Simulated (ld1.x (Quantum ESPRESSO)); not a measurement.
## Mo (Z = 42): from the effect back to the setting (TM)

Base potential:

Mo, norm-conserving Troullier–Martins (Kleinman–Bylander form), made with ld1.x (Quantum ESPRESSO) 7.5 (PBEsol, scalar-relativistic). Core [Kr], reference 4d5 5s1 5p0. Waves: 5s (bound): rc 2.90 bohr; 4d (bound): rc 2.50 bohr; 4f channel at 0.05 Ry: rc 3.10 bohr; 5p (bound, empty): rc 2.75 bohr. Local part: the p channel. Core correction: none.

Cutoffs, loose and tight: the cutoffs (Ry, on a coarse ladder) from which the occupation-weighted sum of valence levels, in a spherical-Bessel basis at the reference potential, stays within 10 and 1 mRy of its value at 400 Ry. They do not see the model core or the augmentation charge, which bear on the density cutoff. Test errors are all-electron minus pseudo excitation energies from the reference, over the configurations 4d5 5s0 5p0; 4d4 5s0 5p0; 4d3 5s0 5p0; 4d4 5s2 5p0; 4d5.5 5s0.5 5p0; 4d2 5s0 5p0; 4d4 5s1 5p0; variants that change the core or the reference have their own tests.

Only the d radius is moved:

| d radius (bohr) | cutoff, loose | cutoff, tight | bound ghosts | largest test error (meV) | median size of the test errors |
| --- | --- | --- | --- | --- | --- |
| 1.78 | 40 Ry | 50 Ry | s | -887 | 106.1 meV |
| 2.2 | 35 Ry | 40 Ry | s | -811 | 105.0 meV |
| 2.44 | 35 Ry | 40 Ry | s | -705 | 103.1 meV |
| 3.32 | 21 Ry | 25 Ry | s | +441 | 59.0 meV |
| 3.6 | 18 Ry | 25 Ry | s | +987 | 31.9 meV |

Task: One more run gave cutoff, loose: 25 Ry; cutoff, tight: 30 Ry; bound ghosts: s; largest test error (meV): -281; median size of the test errors: 89.1 meV. Which value of the d radius was used?

Result: 2.94 bohr. The median size of the test errors moves one way along this sweep, from 106.1 meV at 1.78 to 31.9 meV at 3.6 bohr, which places the run between 2.44 and 3.32 bohr.
